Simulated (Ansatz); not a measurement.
Level of theory: frozen-core CCSD(T)/def2-TZVPP // r2SCAN-D4/def2-SVP (Ansatz, an electronic-structure program).

Ansatz 0.2 input:
```yaml
crystal:
  periodic: [false, false, false]
  atoms:
    - { symbol: Ta, position_ang: [-0.094627, 0.006644, -0.010741] }
    - { symbol: F, position_ang: [0.493168, 1.401233, 1.12805] }
    - { symbol: F, position_ang: [-1.828184, 0.303937, 0.622774] }
    - { symbol: F, position_ang: [1.051163, -1.144395, 0.915479] }
    - { symbol: F, position_ang: [0.551012, 1.00059, -1.456578] }
    - { symbol: O, position_ang: [-0.676375, -1.382492, -1.142727] }
    - { symbol: H, position_ang: [-0.966723, -2.094284, -1.717411] }
basis:
  gaussian: { orbitals: def2-TZVPP }
correlation:
  method: ccsd_t
```

Output:

```
Functional definition: HF
1474 factors; integrals over basis functions are off by at most 6.2e-4 eV
mean field evaluation 1: about -14417.4120 eV, gradient 7.3e1 eV
mean field evaluation 2: about -14417.5757 eV, gradient 7.4e1 eV
mean field evaluation 4: about -14426.0551 eV, gradient 2.7e0 eV
mean field evaluation 8: about -14426.1184 eV, gradient 3.1e-1 eV
mean field evaluation 16: about -14417.4129 eV, gradient 7.3e1 eV
mean field -14426.11869858 eV, -530.1500837983 hartree, gradient 3.6e-6 eV, S^2 0.000000; 0 other end points of the search recorded, 0 dependent functions left out
5 core orbitals not correlated
reference -14426.11869858 eV, -530.1500837983 hartree; 24, 24 occupied and 196, 196 virtual orbitals, 1474 factors
second order -44.81951890 eV of doubles, -0.00000000 eV of singles
cycle   1  -42.80202570 eV  change     2.0e0 eV  update   2.1e-1
cycle   2  -43.96710859 eV  change    -1.2e0 eV  update   9.6e-2
cycle   3  -44.24506732 eV  change   -2.8e-1 eV  update   3.4e-2
cycle   4  -44.22159066 eV  change    2.3e-2 eV  update   1.1e-2
cycle   5  -44.20286239 eV  change    1.9e-2 eV  update   2.8e-3
cycle   6  -44.20453924 eV  change   -1.7e-3 eV  update   1.1e-3
cycle   7  -44.20495008 eV  change   -4.1e-4 eV  update   3.6e-4
cycle   8  -44.20463340 eV  change    3.2e-4 eV  update   1.6e-4
cycle   9  -44.20462151 eV  change    1.2e-5 eV  update   5.7e-5
perturbative correction -1.65689939 eV, -0.0608899295 hartree
Total energy: -14471.98021948 eV, -531.8354636053 hartree
```

Cost: about 16 core-minutes (a rough figure).
